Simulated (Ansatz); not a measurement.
`F[SiH]([SiH3])S` + H₂ → `F[SiH2][SiH3]` + H₂S at 700 K and 1 bar (hydrogenolysis of the Si–S bond).

Program: Ansatz. Geometries: PBE0-D4/def2-TZVP. ΔE: electronic, gas phase. CCSD(T)/CBS adds triple-zeta CCSD(T) − MP2 to the extrapolated MP2 energy (def2 sets, frozen cores). This one scheme is used for every species. Each species was taken in one conformer, which may not be the lowest.

| species | CCSD(T)/CBS energy (Eh) | H − E (kJ/mol) | S (J/(mol·K)) |
| --- | --- | --- | --- |
| `F[SiH]([SiH3])S` | -1078.81755 | 199.4 | 468.9 |
| H₂ | -1.17544 | 46.8 | 155.3 |
| `F[SiH2][SiH3]` | -681.00067 | 179.4 | 406.1 |
| H₂S | -398.97279 | 64.8 | 236.9 |

H − E and S are ideal-gas, rigid-rotor, harmonic terms from PBE0-D4/def2-TZVP, for one conformer and one mirror image of each species. The MP2-based limit puts H₂ 0.8 mEh under its directly extrapolated value; such offsets cancel only in part. 1 Eh = 2625.50 kJ/mol, R = 8.31446 J/(mol·K).

**Question.** By hand: ΔE, ΔH, ΔS and ΔG.

**Answer.** ΔE = (-681.00067) + (-398.97279) − (-1078.81755) − (-1.17544) = 0.01953 Eh = 51.3 kJ/mol. Δ(H − E) = 179.4 + 64.8 − 199.4 − 46.8 = -2.0, so ΔH = 49.3 kJ/mol. ΔS = 406.1 + 236.9 − 468.9 − 155.3 = 18.8 J/(mol·K). ΔG = 49.3 − 700 × (18.8)/1000 = 36.1 kJ/mol.

**Question.** By hand: the equilibrium constant, and the temperature at which ΔG would vanish if ΔH and ΔS stayed fixed.

**Answer.** log₁₀ K = −ΔG/(RT ln 10) = -2.7. ΔG = 0 at ΔH/ΔS = 2622 K, far beyond where these terms or the molecules hold.

ΔH outweighs TΔS. A doubt of 5 kJ/mol in ΔE shifts log₁₀ K by 0.4 here. Other conformers and mirror images would add mixing entropy, several J/(mol·K) or more a flexible species. These are equilibria of isolated gas molecules and say nothing of rates. Largest T1 diagnostic: 0.013 (customary marks: 0.02 for closed shells, 0.045 for open ones).
